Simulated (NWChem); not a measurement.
CsBr; SMILES [Br][Cs]

```xyz
2

Cs     0.0000     0.0000    -1.2090
Br     0.0000     0.0000     1.8904
```
Atoms are numbered in this order, from 1.

Geometry: optimised at PBE0-D3(BJ)/def2-TZVP. def2 effective core potentials on Cs; no spin-orbit coupling.

Q: List the 6 lowest vertical singlet excitations from PBE/def2-SVP with def2 effective core potentials on Cs, TDA (NWChem).

A: 
```json
[
 {"state": "S1", "energy (eV)": "2.65", "oscillator strength": "0.006", "leading excitation (squared amplitude)": "HOMO−1 → LUMO (1.00)"},
 {"state": "S2", "energy (eV)": "2.65", "oscillator strength": "0.006", "leading excitation (squared amplitude)": "HOMO → LUMO (1.00)"},
 {"state": "S3", "energy (eV)": "2.96", "oscillator strength": "0.084", "leading excitation (squared amplitude)": "HOMO−2 → LUMO (0.98)"},
 {"state": "S4", "energy (eV)": "3.90", "oscillator strength": "0.013", "leading excitation (squared amplitude)": "HOMO−1 → LUMO+1 (0.44)"},
 {"state": "S5", "energy (eV)": "3.91", "oscillator strength": "0.000", "leading excitation (squared amplitude)": "HOMO−1 → LUMO+2 (0.42)"},
 {"state": "S6", "energy (eV)": "3.91", "oscillator strength": "0.000", "leading excitation (squared amplitude)": "HOMO−1 → LUMO+1 (0.42)"}
]
```
